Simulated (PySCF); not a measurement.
Species: C6H7NO2P (charge -1).
SMILES with atom numbers: `[CH3:1][P@:2](=[O:3])([O-:4])[c:5]1[cH:6][cH:7][cH:8][cH:9][n:10]1` (hydrogens: H11, H12, H13 on C1; H14 on C6; H15 on C7; H16 on C8; H17 on C9)

The same species was optimised twice, with GFN2-xTB and with PBE0-D3(BJ)/def2-SVP (PySCF), and the same property calculations (PySCF, gas phase) were run on both structures.

```
     coordinate  GFN2-xTB  PBE0-D3(BJ)/def2-SVP  change
      P2=O3 (Å)     1.492                 1.512  +0.020
      P2–O4 (Å)     1.492                 1.512  +0.020
      C1–P2 (Å)     1.854                 1.837  -0.017
      C5–C6 (Å)     1.392                 1.409  +0.017
     C5–N10 (Å)     1.325                 1.340  +0.015
      C7–C8 (Å)     1.390                 1.399  +0.009
     C9–N10 (Å)     1.324                 1.333  +0.009
      C8–C9 (Å)     1.384                 1.391  +0.007
      P2–C5 (Å)     1.853                 1.861  +0.008
      C6–C7 (Å)     1.378                 1.385  +0.007
   O3–P2–O4 (°)     118.7                 122.4    +3.7
   C1–P2–C5 (°)      99.7                 102.4    +2.7
   P2–C5–C6 (°)     114.0                 116.4    +2.4
   O4–P2–C5 (°)     107.7                 105.6    -2.1
   O3–P2–C5 (°)     107.4                 105.6    -1.8
   C1–P2–O4 (°)     110.8                 109.3    -1.5
  P2–C5–N10 (°)     123.7                 122.3    -1.4
   C1–P2–O3 (°)     110.8                 109.5    -1.3
C1–P2–C5–C6 (°)       179                   180      +1
```

Rotational constants: A = 2476, B = 832.5, C = 719.3 MHz (GFN2-xTB) against A = 2452, B = 814.9, C = 711.1 MHz (PBE0-D3(BJ)/def2-SVP).

On the GFN2-xTB structure: HOMO (eV) -2.09 [PBE0/pcSseg-1]; LUMO (eV) 2.79 [PBE0/pcSseg-1]; GIAO shielding of C1 (ppm) 167.9 [PBE0/pcSseg-1]; GIAO shielding of P2 (ppm) 320.0 [PBE0/pcSseg-1]; GIAO shielding of O3/O4 (mean) (ppm) 149.0 [PBE0/pcSseg-1]; GIAO shielding of C5 (ppm) -0.7 [PBE0/pcSseg-1]; GIAO shielding of C6 (ppm) 54.8 [PBE0/pcSseg-1]; GIAO shielding of C7 (ppm) 51.0 [PBE0/pcSseg-1]; GIAO shielding of C8 (ppm) 65.8 [PBE0/pcSseg-1]; GIAO shielding of C9 (ppm) 37.0 [PBE0/pcSseg-1].

What do these properties become on the PBE0-D3(BJ)/def2-SVP structure?

```tsv
property	level	on GFN2-xTB	on PBE0-D3(BJ)/def2-SVP	change
HOMO (eV)	PBE0/pcSseg-1	-2.09	-2.18	-0.09
LUMO (eV)	PBE0/pcSseg-1	2.79	2.78	-0.01
energy, GFN2-xTB geometry as zero (kcal/mol)	PBE0/pcSseg-1	0.0	-2.0	-2.0
GIAO shielding of C1 (ppm)	PBE0/pcSseg-1	167.9	165.8	-2.1
GIAO shielding of P2 (ppm)	PBE0/pcSseg-1	320.0	310.0	-10.0
GIAO shielding of O3/O4 (mean) (ppm)	PBE0/pcSseg-1	149.0	138.6	-10.4
GIAO shielding of C5 (ppm)	PBE0/pcSseg-1	-0.7	-4.1	-3.4
GIAO shielding of C6 (ppm)	PBE0/pcSseg-1	54.8	52.8	-2.0
GIAO shielding of C7 (ppm)	PBE0/pcSseg-1	51.0	48.8	-2.2
GIAO shielding of C8 (ppm)	PBE0/pcSseg-1	65.8	64.0	-1.8
GIAO shielding of C9 (ppm)	PBE0/pcSseg-1	37.0	34.6	-2.4
```

The heavy atoms differ by 0.040 Å rms after alignment. Among bonds between heavy atoms P2=O3 and P2–O4 change most and about equally (+0.020 Å). Changes are differences of the printed values. Neither structure is proved a minimum here. The structure is a single PBE0-D3(BJ)/def2-SVP conformer in the gas phase; no vibrational or solvent corrections. The geometry's basis has no diffuse functions, a weakness for an anion.

Shape of the structure used: `[CH3:1][P@:2](=[O:3])([O-:4])[c:5]1[cH:6][cH:7][cH:8][cH:9][n:10]1`: C1–P2–C5–C6 180°.
